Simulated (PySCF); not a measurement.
# Electric field gradients and quadrupole coupling constants

Species: C5H11O4S (charge -1).
Structure used (GFN2-xTB), in Å, numbered top down from 1:
```xyz
21
C5H11O4S angstrom
C      2.7962   -0.7257   -0.6143
C      1.8404   -0.6179    0.5740
O      1.3303    0.6990    0.7282
C      0.1697    0.9701   -0.0342
C     -1.1181    0.4043    0.5480
C     -2.2835    1.3590    0.4588
S     -1.6437   -1.0372   -0.4815
O     -2.9861   -1.3726   -0.0142
O     -0.6703   -2.1021   -0.2235
O     -1.5984   -0.5359   -1.8542
H      3.5968    0.0086   -0.5309
H      2.2544   -0.5546   -1.5405
H      3.2249   -1.7239   -0.6474
H      1.0175   -1.3326    0.4475
H      2.3784   -0.8312    1.5047
H      0.1216    2.0657   -0.0781
H      0.2625    0.5846   -1.0571
H     -0.9653    0.0302    1.5591
H     -2.1288    2.2701    1.0416
H     -3.1771    0.8440    0.8023
H     -2.4304    1.6150   -0.5888
```

Field gradients from the PBE0/pcSseg-1 density (PySCF, non-relativistic), principal values in atomic units, ordered |Vxx| ≤ |Vyy| ≤ |Vzz|:

| atom | Vxx | Vyy | Vzz |
| --- | --- | --- | --- |
| O3 | -0.0314 | -1.9675 | 1.9990 |
| S7 | -0.0211 | -0.0903 | 0.1114 |
| O8 | -0.5811 | -0.8267 | 1.4078 |
| O9 | -0.5759 | -0.8457 | 1.4216 |
| O10 | -0.5447 | -0.8203 | 1.3650 |

Find the asymmetry η = (Vxx − Vyy)/Vzz and the couplings χ = eQV/h (234.96 MHz × Q in barn × V in au), with Q(17O) = −0.0256 b, Q(33S) = −0.0678 b.

```
atom         environment  nucleus     η  χzz (MHz)  χxx (MHz)  χyy (MHz)
  O3        ether oxygen      17O  0.97     -12.02       0.19      11.83
  S7     sulfonyl sulfur      33S  0.62     -1.775      0.336      1.439
  O8  oxygen bonded to S      17O  0.17      -8.47       3.50       4.97
  O9  oxygen bonded to S      17O  0.19      -8.55       3.46       5.09
 O10  oxygen bonded to S      17O  0.20      -8.21       3.28       4.93
```

At O3 η is above 0.9: Vyy and Vzz are nearly equal in size and opposite in sign, so a small change could swap them and flip the sign of χzz. The tensor is traceless: Vxx + Vyy + Vzz = 0.

What is Vzz at O10 in SI units (1 au = 9.71736 × 10²¹ V/m²)?

1.3650 au = 13.264 × 10²¹ V/m².

And the gradient at the other heavy atoms, for which no coupling is worked out here?

| atom | environment | Vzz (au) | η |
| --- | --- | --- | --- |
| C1 | methyl carbon | -0.034 | 0.20 |
| C2 | sp3 carbon bound to oxygen | 0.395 | 0.60 |
| C4 | sp3 carbon bound to oxygen | 0.360 | 0.38 |
| C5 | sp3 carbon bound to sulfur | 0.073 | 0.51 |
| C6 | methyl carbon | 0.086 | 0.83 |

What couplings would deuterons (Q(2H) = 0.00286 b) have in place of the hydrogens, at this geometry?

```json
{"atom": "H11", "bonded to": "C1", "bond length (Å)": "1.090", "Vzz (au)": "0.3163", "η": "0.01", "χzz (kHz)": "213"}
{"atom": "H12", "bonded to": "C1", "bond length (Å)": "1.087", "Vzz (au)": "0.3164", "η": "0.02", "χzz (kHz)": "213"}
{"atom": "H13", "bonded to": "C1", "bond length (Å)": "1.087", "Vzz (au)": "0.3212", "η": "0.02", "χzz (kHz)": "216"}
{"atom": "H14", "bonded to": "C2", "bond length (Å)": "1.097", "Vzz (au)": "0.2460", "η": "0.11", "χzz (kHz)": "165"}
{"atom": "H15", "bonded to": "C2", "bond length (Å)": "1.096", "Vzz (au)": "0.2981", "η": "0.06", "χzz (kHz)": "200"}
{"atom": "H16", "bonded to": "C4", "bond length (Å)": "1.098", "Vzz (au)": "0.2930", "η": "0.06", "χzz (kHz)": "197"}
{"atom": "H17", "bonded to": "C4", "bond length (Å)": "1.097", "Vzz (au)": "0.2751", "η": "0.04", "χzz (kHz)": "185"}
{"atom": "H18", "bonded to": "C5", "bond length (Å)": "1.089", "Vzz (au)": "0.3114", "η": "0.02", "χzz (kHz)": "209"}
{"atom": "H19", "bonded to": "C6", "bond length (Å)": "1.093", "Vzz (au)": "0.3135", "η": "0.02", "χzz (kHz)": "211"}
{"atom": "H20", "bonded to": "C6", "bond length (Å)": "1.087", "Vzz (au)": "0.3099", "η": "0.02", "χzz (kHz)": "208"}
{"atom": "H21", "bonded to": "C6", "bond length (Å)": "1.088", "Vzz (au)": "0.3096", "η": "0.02", "χzz (kHz)": "208"}
```

Isolated species at its GFN2-xTB geometry (one conformer only). The pcSseg-1 basis has no diffuse functions, a weakness for an anion. GFN2-xTB bond lengths can be off by several hundredths of an ångström, more for odd bonds, and the gradients follow them. The basis is small and wasn't made for field gradients, so the couplings can be 20 % off.

The run behind these numbers computed NMR shieldings as well. On an Arm Neoverse N1 with one thread, no GPU, shared host, this took 88 s wall.
